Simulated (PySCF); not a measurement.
# What a mistake does to a calculation on BFH3OSi cation

These are calculations, not measurements. They come from PySCF 2.14.0, an open-source quantum chemistry program, on an isolated molecule that a program drew, which may never have been made. The molecule is BFH3OSi cation (charge +1, singlet), drawn as the SMILES string `OB[SiH+]F`.

Each row is a Hartree-Fock (HF) and frozen-core CCSD(T) single point in the cc-pV(D+d)Z basis, meant for a local HF minimum. Run 1 is clean. Each other run has one planted mistake out of seven kinds, and not every kind appears here: one electron removed, one electron added, multiplicity raised by two, geometry at a saddle point, minimal basis STO-3G, one bond length entered in bohr, all coordinates scaled. The reference is restricted for singlets and unrestricted otherwise, and also for a bond in bohr. Adding or removing an electron swaps singlet and doublet. Electrons count all cores. HOMO and LUMO are orbital energies over both spins, the gradient is its largest component, and the lowest frequency (negative if imaginary) is given only where the gradient is small. Bond lengths are over the 6 bonds as drawn. T1 is the CCSD diagnostic: over 0.02 (restricted) or 0.045 (unrestricted) a single reference is doubtful.

Geometry of the clean run:
```xyz
7
BFH3OSi cation, angstrom
O    -0.8868    1.5438   -2.4529
B    -0.2576    0.4219   -2.2216
Si   -1.0587   -1.1278   -1.0190
F    -0.1401   -2.3867   -0.8715
H    -1.7428    1.7518   -2.1047
H     0.8141    0.1509   -2.6521
H    -2.3030   -1.3132   -0.2682
```

```
run  electrons  basis functions  <S^2>  HOMO (eV)  LUMO (eV)  gradient (hartree/bohr)  lowest frequency (cm^-1)  mean bond (Å)  longest bond (Å)      T1  HF (hartree)  CCSD(T) (hartree)                          mistake
  1         38               80  0.000     -17.51      -6.10                  2.8e-05                        49         1.4316             2.119  0.0186    -489.46298         -490.03645                         no fault
  2         38               80  0.826     -17.17      -6.35                  1.5e-02                         -         1.5721             2.119  0.0625    -489.32826         -489.89635  one bond length entered in bohr
  3         38               80  2.014     -14.48      -8.56                  5.3e-02                         -         1.4316             2.119  0.0244    -489.35235         -489.92200       multiplicity raised by two
  4         38               27  0.000     -15.48      -2.59                  5.5e-02                         -         1.4316             2.119  0.0272    -483.44340         -483.63523             minimal basis STO-3G
  5         38               80  0.000     -17.56      -5.96                  7.9e-02                         -         1.3472             1.994  0.0162    -489.43361         -489.99724                                ?
```

**Which mistake was planted in run 5, and what did it cost?**

The mean and the longest bond both change by the same factor, 0.941, and the gradient is no longer small. So the mistake is: all coordinates scaled. Subtracting run 1 and multiplying by 627.51 kcal/mol a hartree, the energy moved by 18.4 kcal/mol in HF and 24.6 kcal/mol in CCSD(T).

Cautions from the logs. Run 2: T1 is over the limit, so its CCSD(T) energy is less reliable; run 4: T1 is over the limit, so its CCSD(T) energy is less reliable.
